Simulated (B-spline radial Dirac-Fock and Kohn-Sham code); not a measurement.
**La⁺ in Watson spheres of different radius**

Model: relaxed Dirac-Fock hole states (ΔSCF) with Breit and QED corrections and a finite nucleus. Program: a radial atomic solver. The ion, [Xe] 5d2, sits in a hollow sphere of charge Q = -1, a simple model of the Madelung potential. Inside the sphere an electron's potential energy is raised by the constant 14.40·|Q|/R eV, so binding energies fall by about that much as long as the orbitals stay inside.

| radius (Å) | 14.40 |Q|/R (eV) | 1s (eV) | 2s (eV) | 2p1/2 (eV) | 2p3/2 (eV) | 3s (eV) | 3p1/2 (eV) | 3p3/2 (eV) | 3d3/2 (eV) | 3d5/2 (eV) | 4s (eV) | 4p1/2 (eV) | 4p3/2 (eV) | 4d3/2 (eV) | 4d5/2 (eV) | 5s (eV) | 5p1/2 (eV) | 5p3/2 (eV) | 5d (eV) |
| --- | --- | --- | --- | --- | --- | --- | --- | --- | --- | --- | --- | --- | --- | --- | --- | --- | --- | --- | --- |
| 1.6 | 9.00 | 38932.6 | 6281.4 | 5901.1 | 5493.1 | 1378.0 | 1217.9 | 1136.8 | 859.4 | 842.7 | 291.4 | 230.5 | 213.3 | 111.5 | 108.6 | 43.43 | 25.01 | 22.47 | 2.53 |
| 2.2 | 6.55 | 38933.8 | 6282.6 | 5902.3 | 5494.3 | 1379.2 | 1219.1 | 1138.0 | 860.6 | 843.8 | 292.6 | 231.8 | 214.5 | 112.7 | 109.8 | 44.79 | 26.41 | 23.88 | 3.61 |

From the smallest to the largest radius 1s moves by +1.2 eV, while the constant potential alone would give +2.5 eV; the difference comes from charge outside the sphere and its screening.

Values without a named source are computed, but for edge energies of neutral atoms, which are taken from tables.
